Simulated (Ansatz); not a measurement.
A nudged elastic band was laid between two geometries of Cl2GeH2 + FH (7 atoms, charge 0, multiplicity 1).

These are results of RKS B3LYP/def2-SVP (Ansatz), not measurements.

```
movable images  : 7
climbing image  : yes
spring          : 5.0 eV/Å²
optimiser       : quadratic models (default)
start path      : through a guess of the saddle point
force threshold : 0.05 eV/Å
iteration limit : 60
end points      : relaxed
```

Image 0:

```xyz
7
Properties=species:S:1:pos:R:3
Ge 0.342 -0.119 -0.087
H 0.528 -0.397 1.403
H 1.608 0.234 -0.879
Cl -0.975 1.632 -0.285
Cl -0.609 -1.798 -1.052
F -2.207 -0.143 1.882
H -2.203 0.591 1.305
```

Image 8:

```xyz
7
Properties=species:S:1:pos:R:3
Ge -0.257 0.057 -0.858
H -0.757 -0.130 3.826
H 1.236 0.170 -0.555
Cl -1.010 1.792 -1.869
Cl -0.723 -1.712 -1.979
F -1.121 -0.061 0.645
H -0.885 -0.117 3.076
```

Problem. What changes between the two ends?

Solution. Bonds broken: Ge1–H2, F6–H7. Bonds formed: Ge1–F6, H2–H7. Cl2GeH2 + FH becomes Cl2FGeH + H2.

Problem. Give the energies along the band, and the barrier.

Solution. It converged. The highest image is number 4 of 0 to 8, 1.78 eV above the first end and 2.14 eV above the last; the last end lies 0.35 eV below the first. Neighbouring images differ by up to 1.8 eV, so the band resolves the path poorly. A vibrational analysis at the climbing image gives 2 clearly imaginary modes (1227i, 43i cm⁻¹): a point of higher order, so a lower path passes nearby. The orbitals stay closed-shell, which can raise the energy where a bond breaks towards radicals; this wasn't checked here.

```tsv
image	path coordinate (Å)	energy (eV)	Ge1–H2 (Å)	F6–H7 (Å)	Ge1–F6 (Å)
0	0.00	0.00	1.53	0.93	3.22
1	0.79	0.12	1.53	0.93	3.20
2	1.58	0.24	1.54	0.92	3.14
3	2.37	0.66	1.58	0.94	2.64
4	3.16	1.78	1.82	1.16	2.04
5	4.22	-0.01	2.61	1.90	1.75
6	5.28	-0.33	3.61	2.43	1.74
7	6.34	-0.35	4.23	2.45	1.74
8	7.39	-0.35	4.71	2.44	1.74
```

Problem. What is the geometry of the highest image?

Solution. 
```xyz
7
Properties=species:S:1:pos:R:3
Ge -0.261 -0.013 -0.064
H 0.063 0.388 1.684
H 1.260 -0.181 -0.233
Cl -0.962 1.905 -0.733
Cl -1.003 -1.571 -1.390
F -1.749 -0.518 1.234
H -0.866 -0.008 1.791
```

The band took 28 iterations and roughly 13 core-minutes.

Time of the run: 6.8 min on 2 threads of Arm Neoverse V2, with other jobs on the host, peak memory 0.24 GiB.
